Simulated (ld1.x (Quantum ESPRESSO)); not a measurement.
**Varying the RRKJ potential for Sb (Z = 51)**

Base potential:

Sb (Z = 51), norm-conserving RRKJ (Kleinman–Bylander form), made with ld1.x (Quantum ESPRESSO) 7.5 (LDA (PZ), scalar-relativistic). Core [Kr], reference 4d10 5s2 5p0 (charge +3). Waves: 5s (bound): rc 1.90 bohr; 4d (bound): rc 1.60 bohr; 5p (bound, empty): rc 2.05 bohr. Local part: the p channel. Core correction: Bessel-smoothed model core inside 1.10 bohr. rho0 = 0.001.

Cutoffs, loose and tight: the cutoffs (Ry, on a coarse ladder) from which the occupation-weighted sum of valence levels, in a spherical-Bessel basis at the reference potential, stays within 10 and 1 mRy of its value at 400 Ry. They do not see the model core or the augmentation charge, which bear on the density cutoff. Test errors are all-electron minus pseudo excitation energies from the reference, over the configurations 4d10 5s2 5p3; 4d10 5s2 5p2; 4d10 5s2 5p1; 4d10 5s2 5p2.5; 4d10 5s2 5p3.3; 4d9 5s2 5p4; 4d10 5s1 5p0 (two spin-polarised tests are not counted in the largest error). A dash means not determined; rows that change the core or the reference have their own tests. The largest error is taken over the tests solved by every variant that gives reliable tests at all: 4d10 5s1 5p0; 4d10 5s2 5p1; 4d10 5s2 5p2; 4d10 5s2 5p2.5; 4d10 5s2 5p3; 4d9 5s2 5p4.

| change | outcome | cutoff, loose | cutoff, tight | bound ghosts | largest test error (meV) |
| --- | --- | --- | --- | --- | --- |
| base | generated | 70 Ry | 100 Ry | none | -557 |
| wave 4d (bound): rc 1.60 bohr becomes 4d (bound): rc 1.06 bohr | generated | 140 Ry | 230 Ry | none | -686 |
| wave 4d (bound): rc 1.60 bohr becomes 4d (bound): rc 1.22 bohr | generated | 90 Ry | 120 Ry | none | -678 |
| wave 4d (bound): rc 1.60 bohr becomes 4d (bound): rc 1.46 bohr | generated | 80 Ry | 90 Ry | none | -631 |
| wave 4d (bound): rc 1.60 bohr becomes 4d (bound): rc 2.00 bohr | generated | 50 Ry | 70 Ry | none | -167 |
| wave 4d (bound): rc 1.60 bohr becomes 4d (bound): rc 2.20 bohr | generated | 40 Ry | 60 Ry | none | +102 |

Question: What comes out with this change to the base: wave 4d (bound): rc 1.60 bohr becomes 4d (bound): rc 1.82 bohr?

Answer: outcome: generated; cutoff, loose: 55 Ry; cutoff, tight: 80 Ry; bound ghosts: none; largest test error (meV): -383.

Question: What comes out with this change to the base: wave 4d (bound): rc 1.60 bohr becomes 4d (bound): rc 2.40 bohr?

Answer: outcome: generated; cutoff, loose: 40 Ry; cutoff, tight: 50 Ry; bound ghosts: none; largest test error (meV): +311.

Question: What comes out with this change to the base: wave 4d (bound): rc 1.60 bohr becomes 4d (bound): rc 1.64 bohr?

Answer: outcome: generated; cutoff, loose: 70 Ry; cutoff, tight: 90 Ry; bound ghosts: none; largest test error (meV): -530.

Reading the sweep of the d radius (base included, trends over the rows without a ghost): The loose cutoff falls from 140 Ry at 1.06 to 40 Ry at 2.4 bohr. A larger radius leaves more room for a smooth pseudo-wave, so fewer plane waves are needed; a smaller one forces it to follow the all-electron wave where it bends sharply. The median size of the test errors (rows with all tests solved) falls from 32.1 meV at 1.06 to 26.3 meV at 2.2 bohr. This runs against the usual rule that a larger radius transfers worse; these runs do not show why.
